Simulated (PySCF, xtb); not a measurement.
Zn(Br)(OMe) (CH₃BrOZn), SMILES C[O][Zn][Br]. The values are those of a single conformer.

Harmonic wavenumbers (cm⁻¹) from GFN2-xTB (xtb 6.7.1) at its own minimum, in rising order: 61, 84, 148, 217, 255, 398, 1078, 1145, 1145, 1413, 1466, 1480, 2920, 2926, 2940.

Q: What does PBE-D3(BJ)/def2-SVP run with PySCF 2.14.0 give at its own minimum? (The exact figures need the calculation; the answer reports its results.)

A: 68, 79, 138, 218, 291, 597, 1109, 1124, 1149, 1417, 1422, 1428, 2876, 2932, 2979. Paired by order, the mean absolute difference is 33 cm⁻¹ and the zero-point energies are 25.3 and 25.5 kcal/mol.
